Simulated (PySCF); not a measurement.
C₈H₉F₃.
Atom-mapped SMILES: `[CH3:1][CH2:2]/[CH:3]=[CH:4]\[C:5]#[C:6][CH2:7][C:8]([F:9])([F:10])[F:11]` (hydrogens: H12, H13, H14 on C1; H15, H16 on C2; H17 on C3; H18 on C4; H19, H20 on C7)

Torsions of this conformer, `[CH3:1][CH2:2]/[CH:3]=[CH:4]\[C:5]#[C:6][CH2:7][C:8]([F:9])([F:10])[F:11]`: C1–C2–C3–C4 -115°, C6–C7–C8–F9 -60°.

The closed-shell ground state was solved at several levels (PySCF, density fitting, gas phase, non-relativistic). Geometry: PBE0-D3(BJ)/def2-SVP, one conformer, isolated molecule.

```
              level  basis functions  HOMO (eV)  LUMO (eV)  gap (eV)  dipole (D)
        B3LYP/pcJ-1              387      -6.62      -1.01      5.61        1.56
      PBE0/pcSseg-1              232      -6.85      -0.83      6.02        1.51
CAM-B3LYP/def2-SVPD              301      -8.10       0.22      8.32        1.76
```

Question: Estimate the row for mPW1PW91/pcSseg-2, a basis of 522 functions; the other rows only guide the guess.

Answer: HOMO -6.84 eV, LUMO -0.88 eV, gap 5.96 eV, dipole 1.60 D.

Question: Over all these levels, which gives the widest orbital gap and which the narrowest?

Answer: CAM-B3LYP/def2-SVPD (range-separated hybrid) has the widest, 8.32 eV, and B3LYP/pcJ-1 (global hybrid, 20 % exact exchange) the narrowest, 5.61 eV. Functional and basis both differ between the two, so the spread mixes both effects.

Question: How far do the dipole and the HOMO energy spread over the levels?

Answer: The dipole runs from 1.51 to 1.76 D (mean 1.61 D) and the HOMO from -8.10 to -6.62 eV.
